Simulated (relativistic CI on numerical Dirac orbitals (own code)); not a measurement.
# Hyperfine structure of Pt26+, mass number 195

Computed by Dirac-Coulomb-Breit CI, separate exchange-only KLI orbitals for each configuration, a model potential for QED, unscaled Slater integrals (own radial code, finite nucleus).

Configuration list (outside the closed core [Ar] 3d10 4p6 4d10): 4s2.4f6, 4s2.4f5.5s, 4s2.4f4.5s2, 4s.4f7, 4s2.4f5.6s, 4f8. Levels of other configurations are missing.

Nuclear spin I = 1/2, μ = 0.6073 μN (tables of Stone and Pyykkö). The electronic factors are computed for point nuclear moments, without core polarisation or the Bohr-Weisskopf and QED corrections.

```csv
Level,E (eV),A (MHz)
4s2.4f6 7F_1,1.4940,230.7
4s2.4f6 7F_2,2.8548,1058
4s2.4f6 7F_3,3.9871,1680
4s2.4f6 7F_4,4.9233,2124
4s2.4f6 7F_5,5.6506,2499
4s2.4f6 7F_6,6.0045,2979
4s2.4f6 5D_2,10.6560,2420
4s2.4f6 5L_7,11.1039,4287
```

Levels with J = 0, under 50 % of one LS term, or S terms without an open s electron are left out. Small factors come from cancelling terms and can be off by tens of per cent or more.

At this charge energies of transitions that change n are usually good to better than 1 %, and those within a shell (Δn = 0) to a few per cent. Terms inside the open d or f shell come out 10 to 20 % too wide with unscaled integrals.

Give the hyperfine levels of 4s2.4f6 7F_3 relative to its centre of gravity.

With K = F(F + 1) − I(I + 1) − J(J + 1), E = AK/2: F = 5/2: -3361, F = 7/2: 2521 MHz.

LS names give the leading component of a level, which can be under half, so a name can repeat, a term be missing and a line seem to break the LS rules.
